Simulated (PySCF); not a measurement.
These compounds are isomers of formula C7H9Cl.

A. `C=C[C@@H]1C[C@]12C[C@H]2Cl`
B. `ClC1=CCC(CC)=C1`
C. SMILES C=C/C=C1/CC[C@@H]1Cl
D. `ClCC1=CC=CCC1`

Spectrum 1. $^{1}$H NMR (300 MHz, computed): δ 7.08 (m, 1H), 6.23 (d, 1H), 5.46 (m, 1H), 5.41 (m, 1H), 4.99 (m, 1H), 3.00 (m, 1H), 2.72 (m, 1H), 2.67 (m, 1H), 2.30 (m, 1H). $^{13}$C{$^{1}$H} NMR (computed): δ 150.5 (C), 140.6 (CH), 138.6 (CH), 124.3 (CH2), 58.9 (CH), 31.1 (CH2), 27.8 (CH2).

Spectrum 2. $^{1}$H NMR (300 MHz, computed): δ 6.27 (m, 1H), 6.27 (m, 1H), 6.12 (m, 1H), 4.26 (s, 2H), 2.32 (m, 2H), 2.31 (m, 2H). $^{13}$C{$^{1}$H} NMR (computed): δ 142.3 (C), 135.8 (CH), 131.8 (CH), 131.3 (CH), 57.4 (CH2), 28.5 (CH2), 26.7 (CH2).

Spectrum 3. $^{1}$H NMR (300 MHz, computed): δ 6.25 (t, 1H), 6.24 (s, 1H), 3.03 (m, 2H), 2.49 (q, 2H), 1.14 (t, 3H). $^{13}$C{$^{1}$H} NMR (computed): δ 162.5 (C), 146.0 (C), 136.5 (CH), 133.1 (CH), 44.3 (CH2), 29.6 (CH2), 19.8 (CH3).

Spectrum 4. $^{1}$H NMR (300 MHz, computed): δ 5.56 (m, 1H), 5.50 (m, 1H), 5.31 (m, 1H), 3.29 (m, 1H), 1.92 (m, 1H), 1.52 (m, 1H), 1.33 (m, 1H), 1.01 (m, 1H), 0.85 (m, 1H). $^{13}$C{$^{1}$H} NMR (computed): δ 148.4 (CH), 120.4 (CH2), 42.2 (CH), 30.7 (CH), 26.4 (C), 18.0 (CH2), 17.2 (CH2).

All values are calculated (PySCF): σ from GIAO-PBE0/pcSseg-1, structure optimised with GFN2-xTB. Non-relativistic, no solvent, a single conformation, equivalent nuclei averaged.

Scale: $^{1}$H (31.72 ppm), $^{13}$C (186.93 ppm) against TMS (reference shieldings calculated alike). Where no couplings were computed, multiplicities follow the n + 1 count of equivalent neighbours, and m marks all less simple cases (inequivalent or close neighbours, rings, F or P nearby). Shifts are as computed. Against solution values, carbons near 30 ppm lie about +3 ppm off and those near 130 ppm about +5 ppm; carbons on Cl a further +6 ppm. Of 1211 compounds with measured shifts, 218 miss one by over three times the rms of a fit or turn the order of signals round; such compounds aren't used in these exercises. Carbons bonded to Cl come out too deshielded.

Which spectrum belongs to which compound?

## Answers

1–C, 2–D, 3–B, 4–A.

- Spectrum 1 (C): 7 $^{13}$C signals; δC 150.5 is a fully substituted alkene carbon; δC 140.6 is an alkene CH.
- Spectrum 2 (D): 7 $^{13}$C signals; δC 142.3 is a fully substituted alkene carbon; δC 135.8 is an alkene CH.
- Spectrum 3 (B): 7 $^{13}$C signals; δC 162.5 is a fully substituted alkene carbon; δC 146.0 is a fully substituted alkene carbon.
- Spectrum 4 (A): 7 $^{13}$C signals; δC 148.4 is an alkene CH; δC 120.4 is a terminal =CH2 carbon.
